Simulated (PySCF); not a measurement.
Al(H)(Me)(SiH3), SMILES [SiH3][AlH][CH3] (CH7AlSi) (PBE0/def2-SVP optimised geometry):

```
10

Al     0.503    -0.302     0.000
H      1.295    -1.098    -1.135
C      1.468     0.666     1.404
H      1.231     0.246     2.398
H      1.160     1.725     1.441
H      2.562     0.634     1.279
Si    -1.962    -0.302     0.000
H     -2.508     1.098     0.000
H     -2.498    -0.963     1.238
H     -2.562    -1.012    -1.175
```

Level of theory: PBE0/def2-TZVP (PySCF).

Question: What are the frontier orbital energies and the dipole moment?

Answer: HOMO-2 -9.54 eV, HOMO-1 -8.19 eV, HOMO -7.35 eV, LUMO -1.75 eV, LUMO+1 0.20 eV; dipole moment 1.05 D.

On the same geometry PBE/def2-TZVP (PySCF) gives HOMO-2 -8.22 eV, HOMO-1 -6.93 eV, HOMO -6.27 eV, LUMO -2.51 eV, LUMO+1 -0.57 eV; dipole moment 1.08 D.

Meta-Löwdin charges at PBE0/def2-TZVP: Al1 0.54, H2 -0.14, C3 -0.65, H4 0.13, H5 0.13, H6 0.13, Si7 0.07, H8 -0.07, H9 -0.07, H10 -0.07.
